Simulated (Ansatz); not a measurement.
Geometry optimisation, RKS BLYP/def2-TZVP (Ansatz 0.2.0).

The input (input.yaml):

```yaml
crystal:
  periodic: [false, false, false]
  atoms:
    - { symbol: Ga, position_ang: [-1.298957, -0.561378, 0.142276] }
    - { symbol: Cl, position_ang: [0.391132, -1.960798, 0.556094] }
    - { symbol: H, position_ang: [-1.873793, -0.683965, -1.304703] }
    - { symbol: H, position_ang: [-1.723722, 0.270312, 1.396448] }
    - { symbol: H, position_ang: [1.599281, 0.192901, -0.351079] }
    - { symbol: O, position_ang: [1.305883, 1.092109, -0.590239] }
    - { symbol: H, position_ang: [1.600075, 1.650819, 0.151203] }
basis:
  gaussian: { orbitals: def2-TZVP }
hamiltonian:
  xc: blyp
relax:
  f_tol: 0.03
  max_steps: 50
```

Run as:

```bash
$ ansatz run input.yaml --threads 4 --pin off --max-ram 5120MiB --backend cpu --events-out ev --progress --plain --runs-dir out
```

Question: Where does it end, and by what steps?

Answer: The run converged. After 7 steps the energy has fallen by 0.322 eV; H7 moved furthest, 0.54 Å. Joined: Ga1–O6 (3.17 → 2.23 Å).

| step | energy less start (eV) | largest force component (eV/Å) | accepted |
| --- | --- | --- | --- |
| 0 | 0.0000 | 0.401 | yes |
| 1 | -0.0486 | 0.821 | yes |
| 2 | -0.2052 | 0.694 | yes |
| 3 | -0.3040 | 0.460 | yes |
| 4 | -0.3154 | 0.318 | yes |
| 5 | -0.3202 | 0.161 | yes |
| 6 | -0.3215 | 0.104 | yes |
| 7 | -0.3223 | 0.019 | yes |

```xyz
7
Properties=species:S:1:pos:R:3
Ga -0.931 -0.352 0.069
Cl 0.432 -2.068 0.575
H -1.629 -0.507 -1.324
H -1.380 0.478 1.327
H 1.542 0.116 -0.361
O 0.880 0.831 -0.482
H 1.086 1.502 0.196
```

Whether the end is a true minimum wasn't checked by a vibrational analysis.

Time of the run: 17 s on 4 threads of Arm Neoverse N1, with other jobs on the host, peak memory 0.26 GiB.
